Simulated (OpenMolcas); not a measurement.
An atom or ion with 73 electrons was computed by XMS-CASPT2, IPEA 0.25 Eh, imaginary shift 0.1 Eh with spin-orbit coupling (OpenMolcas, ANO-RCC-VTZP, DKH2). The lowest levels that the run gave, each within 12 % of the measured value where one is at hand:

```csv
J,Parity,E (cm⁻¹),g
5/2,even,0.0,1.955
1/2,even,14440,3.081
5/2,even,15010,1.109
3/2,even,16260,1.745
3/2,even,18000,1.520
7/2,even,18480,1.099
5/2,even,18700,1.054
5/2,even,18920,1.607
1/2,even,19350,1.743
11/2,even,19670,1.248
9/2,even,20050,1.172
7/2,even,20830,1.525
```

Which ion is it, and what are the configurations and terms?

Re²⁺ (Z = 75, charge +2; active space 5 electrons in 6 orbitals (5d 6s)). J, parity and g give the terms where levels are pure, and mixed ones are named by the computed weights; the size of the splittings, set against known spectra of the 73-electron sequence, gives the charge. In order, with the measured energies in cm⁻¹ (the list in Brasseur, Gamrath and Quinet, At. Data Nucl. Data Tables 157, 101636 (2024)): 5d⁵ ⁶S_5/2, 5d⁴ 6s ⁶D_1/2 [71 %] (14396), 5d⁵ ⁴G_5/2 [25 %], 5d⁴ 6s ⁶D_3/2 [61 %] (17909), 5d⁵ ⁴D_3/2 [38 %], 5d⁵ ⁴G_7/2 [64 %] (16890), 5d⁵ ⁴G_5/2 [44 %], 5d⁴ 6s ⁶D_5/2 (19719), 5d⁵ ⁴P_1/2 [41 %], 5d⁵ ⁴G_11/2 (18020), 5d⁵ ⁴G_9/2 (18346), 5d⁴ 6s ⁶D_7/2 (22106).

CASPT2 breaks the degeneracy within a term, and the mean is taken; among the terms shown or strongly mixed into the levels shown the widest spread is 590 cm-1 (5d⁵ ²F(1)). Some high roots are left out of the spin-orbit mixing, which shifts the levels that they would mix with. Some levels mix across a computed gap that differs much from the measured one, so their mixing is not that of the real levels. Terms from blocks run as CI alone lack orbitals of their own. Configurations are named by rounded mean occupations; where the s occupation lies near a half they are strongly mixed, a name can repeat and a true partner stay unpaired. A single d shell beside an s shell can misplace configurations of different d count against each other. Computed and measured levels are paired by configuration, term and J; levels that our copy of the source lacks, or whose pairing is in doubt (as where it misses far off the trend of its configuration), stay unpaired and out of the deviations. Only configurations of the active space appear.

A share in square brackets marks a mixed level and gives the weight of the term that names it. A number in round brackets counts repeated terms of one configuration in the order of the reference energies.
